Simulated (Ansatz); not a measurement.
`C[NH][Ge]([F])([F])[F]` + H₂S → `[F][Ge]([F])([F])[SH]` + CH₃NH₂ at 298.15 K and 1 bar (ligand exchange at a Ge–N bond).

Program: Ansatz. Geometries: PBE0-D4/def2-TZVP. ΔE: electronic, gas phase. CBS: MP2 limit from def2 TZ/QZ plus the TZ coupled-cluster correction, frozen cores. This one scheme is used for every species. For Ge outer-core shells are correlated without core-valence functions, which leaves a few kJ/mol of doubt a bond. Scalar relativity is left out up to krypton. One conformer a species, not always the lowest.

```tsv
species	CCSD(T)/CBS energy (Eh)	H − E (kJ/mol)	S (J/(mol·K))
`C[NH][Ge]([F])([F])[F]`	-2470.78181	186.4	378.7
H₂S	-398.97279	49.9	205.7
`[F][Ge]([F])([F])[SH]`	-2774.00787	64.6	354.2
CH₃NH₂	-95.75281	180.0	240.4
```

H − E and S are ideal-gas, rigid-rotor, harmonic terms from PBE0-D4/def2-TZVP, for one conformer and one mirror image of each species. 1 Eh = 2625.50 kJ/mol, R = 8.31446 J/(mol·K).

Problem. By hand: ΔE, ΔH, ΔS and ΔG.

Solution. ΔE = (-2774.00787) + (-95.75281) − (-2470.78181) − (-398.97279) = -0.00608 Eh = -16.0 kJ/mol. Δ(H − E) = 64.6 + 180.0 − 186.4 − 49.9 = 8.3, so ΔH = -7.7 kJ/mol. ΔS = 354.2 + 240.4 − 378.7 − 205.7 = 10.2 J/(mol·K). ΔG = -7.7 − 298.15 × (10.2)/1000 = -10.7 kJ/mol.

Problem. By hand: the equilibrium constant, and the temperature at which ΔG would vanish if ΔH and ΔS stayed fixed.

Solution. log₁₀ K = −ΔG/(RT ln 10) = 1.9. ΔH and −TΔS have one sign here, so there is no such temperature.

TΔS isn't small against ΔH here. A doubt of 5 kJ/mol in ΔE shifts log₁₀ K by 0.9 here. Other conformers and mirror images would add mixing entropy, several J/(mol·K) or more a flexible species. Modes under 60 cm⁻¹, often nearly free rotors, make the harmonic entropy too high. These are equilibria of isolated gas molecules and say nothing of rates. Largest T1 diagnostic: 0.012 (customary marks: 0.02 for closed shells, 0.045 for open ones).

ΔS is within the doubt of such terms, so its sign, and with it that verdict, could turn.
